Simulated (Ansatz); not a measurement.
Geometry optimisation, RKS BLYP-D4/STO-3G in Ansatz 0.2.0.

Input:

```yaml
crystal:
  periodic: [false, false, false]
  atoms:
    - { symbol: "N", position_ang: [-1.343, 0.7881, 1.992] }
    - { symbol: C, position_ang: [-0.1534, 1.1304, 1.7666] }
    - { symbol: "N", position_ang: [0.5726, 0.5707, 0.6724] }
    - { symbol: Al, position_ang: [0.058, -0.5937, -0.714] }
    - { symbol: "N", position_ang: [1.2136, -1.2211, -2.0584] }
    - { symbol: O, position_ang: [-1.7744, -1.1069, -0.7987] }
    - { symbol: H, position_ang: [-1.9045, 0.1691, 1.3935] }
    - { symbol: H, position_ang: [0.3773, 1.8454, 2.4308] }
    - { symbol: H, position_ang: [1.6182, 0.8437, 0.655] }
    - { symbol: H, position_ang: [1.9867, -1.7006, -1.5119] }
    - { symbol: H, position_ang: [1.6161, -0.3615, -2.4588] }
    - { symbol: H, position_ang: [-2.1902, -0.4189, -1.3344] }
basis:
  gaussian: { orbitals: STO-3G }
hamiltonian:
  xc: blyp
  dispersion: d4
relax:
  f_tol: 0.02
  max_steps: 40
scf:
  lower_state_search: "off"
```

Launched with:

```bash
$ ansatz run input.yaml --threads 1 --pin off --max-ram 2048MiB --backend cpu --events-out ev --progress --plain --runs-dir out
```

Q: Where does it end, and by what steps?

A: It converged. Limits of this set-up: minimal basis. After 24 steps the energy has fallen by 2.246 eV; H10 moved furthest, 1.55 Å.

```json
{"step": "0", "energy less start (eV)": "0.0000", "largest force component (eV/Å)": "4.967", "accepted": "yes"}
{"step": "1", "energy less start (eV)": "-1.2514", "largest force component (eV/Å)": "2.258", "accepted": "yes"}
{"step": "2", "energy less start (eV)": "-1.6117", "largest force component (eV/Å)": "1.605", "accepted": "yes"}
{"step": "3", "energy less start (eV)": "-1.8362", "largest force component (eV/Å)": "0.625", "accepted": "yes"}
{"step": "4", "energy less start (eV)": "-1.9318", "largest force component (eV/Å)": "0.412", "accepted": "yes"}
{"step": "5", "energy less start (eV)": "-1.9893", "largest force component (eV/Å)": "0.880", "accepted": "yes"}
{"step": "6", "energy less start (eV)": "-2.0535", "largest force component (eV/Å)": "0.398", "accepted": "yes"}
{"step": "7", "energy less start (eV)": "-2.1018", "largest force component (eV/Å)": "0.494", "accepted": "yes"}
{"step": "8", "energy less start (eV)": "-2.1394", "largest force component (eV/Å)": "0.295", "accepted": "yes"}
{"step": "9", "energy less start (eV)": "-2.1927", "largest force component (eV/Å)": "0.272", "accepted": "yes"}
{"step": "10", "energy less start (eV)": "-2.1862", "largest force component (eV/Å)": "0.761", "accepted": "no"}
{"step": "11", "energy less start (eV)": "-2.2137", "largest force component (eV/Å)": "0.202", "accepted": "yes"}
{"step": "12", "energy less start (eV)": "-2.2272", "largest force component (eV/Å)": "0.109", "accepted": "yes"}
{"step": "13", "energy less start (eV)": "-2.2400", "largest force component (eV/Å)": "0.073", "accepted": "yes"}
{"step": "14", "energy less start (eV)": "-2.1520", "largest force component (eV/Å)": "1.003", "accepted": "no"}
{"step": "15", "energy less start (eV)": "-2.2419", "largest force component (eV/Å)": "0.315", "accepted": "yes"}
{"step": "16", "energy less start (eV)": "-2.2407", "largest force component (eV/Å)": "0.180", "accepted": "no"}
{"step": "17", "energy less start (eV)": "-2.2435", "largest force component (eV/Å)": "0.363", "accepted": "yes"}
{"step": "18", "energy less start (eV)": "-2.2456", "largest force component (eV/Å)": "0.087", "accepted": "yes"}
{"step": "19", "energy less start (eV)": "-2.2458", "largest force component (eV/Å)": "0.067", "accepted": "yes"}
{"step": "20", "energy less start (eV)": "-2.2461", "largest force component (eV/Å)": "0.069", "accepted": "yes"}
{"step": "21", "energy less start (eV)": "-2.2461", "largest force component (eV/Å)": "0.068", "accepted": "no"}
{"step": "22", "energy less start (eV)": "-2.2461", "largest force component (eV/Å)": "0.044", "accepted": "yes"}
{"step": "23", "energy less start (eV)": "-2.2461", "largest force component (eV/Å)": "0.032", "accepted": "no"}
{"step": "24", "energy less start (eV)": "-2.2464", "largest force component (eV/Å)": "0.009", "accepted": "yes"}
```

```xyz
12
Properties=species:S:1:pos:R:3
N -1.561 0.919 1.768
C -0.251 1.160 1.699
N 0.717 0.607 0.768
Al 0.179 -0.460 -0.547
N 1.176 -0.946 -1.888
O -1.465 -0.896 -0.260
H -1.771 0.190 0.949
H 0.204 1.872 2.430
H 1.690 0.987 0.910
H 0.913 -1.640 -2.625
H 2.174 -0.669 -2.027
H -1.926 -1.180 -1.143
```

The run took 62 s on 1 thread of Arm Neoverse V2, with other jobs on the host, peak memory 0.14 GiB.
